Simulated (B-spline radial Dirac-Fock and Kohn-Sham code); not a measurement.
# Magnetic form factor of the 4d shell of Ru³⁺

System: ruthenium as Ru³⁺, configuration [Kr] 4d4 5s1 (not the ground configuration).

Input file task.json (cfg lists n, l and occupation; rrms is the nuclear radius in fm):

```json
{"items": [{
  "Z": 44,
  "q": 3,
  "cfg": [[1, 0, 2], [2, 0, 2], [2, 1, 6], [3, 0, 2], [3, 1, 6], [3, 2, 10], [4, 0, 2], [4, 1, 6], [4, 2, 4], [5, 0, 1]],
  "A": 102,
  "rrms": 4.4809,
  "do": ["scatter"],
  "s": [0.0, 0.04, 0.05, 0.06, 0.08, 0.1, 0.13, 0.16, 0.2, 0.26, 0.32, 0.41, 0.52, 0.65, 0.82, 1.04, 1.31, 1.65, 2.09, 2.63, 3.32, 4.19, 5.29],
  "pz": [0, 0.1, 0.2, 0.3, 0.4, 0.5, 0.6, 0.8, 1.0, 1.2, 1.4, 1.6, 1.8, 2.0, 2.5, 3.0, 4.0, 5.0, 7.0, 10.0, 15.0, 20.0, 30.0, 40.0, 60.0, 100.0],
  "hv_scatter": [2000, 5000, 8047.8, 10000, 20000, 200000, 500000, 1000000]
}]}
```

Launch: `python xray_run.py task.json out`

The computed values come from a radial finite-basis atomic code: configuration-average Dirac-Fock orbitals. ⟨j_K⟩ is the integral of the 4d radial density with the spherical Bessel function j_K(4πsr), s = sin θ/λ.

| s (Å⁻¹) | ⟨j0⟩ | ⟨j2⟩ | ⟨j4⟩ |
| --- | --- | --- | --- |
| 0 | 1.0000 | 0.0000 | 0.0000 |
| 0.04 | 0.9738 | 0.0104 | 0.0000 |
| 0.05 | 0.9593 | 0.0161 | 0.0001 |
| 0.06 | 0.9420 | 0.0229 | 0.0002 |
| 0.08 | 0.8992 | 0.0394 | 0.0007 |
| 0.1 | 0.8471 | 0.0590 | 0.0016 |
| 0.13 | 0.7556 | 0.0919 | 0.0042 |
| 0.16 | 0.6540 | 0.1260 | 0.0087 |
| 0.2 | 0.5142 | 0.1676 | 0.0181 |
| 0.26 | 0.3209 | 0.2109 | 0.0388 |
| 0.32 | 0.1695 | 0.2251 | 0.0635 |
| 0.41 | 0.0327 | 0.2006 | 0.0963 |
| 0.52 | -0.0238 | 0.1355 | 0.1148 |
| 0.65 | -0.0174 | 0.0630 | 0.1057 |
| 0.82 | 0.0119 | 0.0102 | 0.0701 |
| 1.04 | 0.0277 | -0.0052 | 0.0279 |
| 1.31 | 0.0215 | 0.0025 | 0.0033 |

Radial moments of the shell: ⟨r²⟩ = 2.254, ⟨r⁴⟩ = 8.651, ⟨r⁶⟩ = 52.18 in powers of bohr.
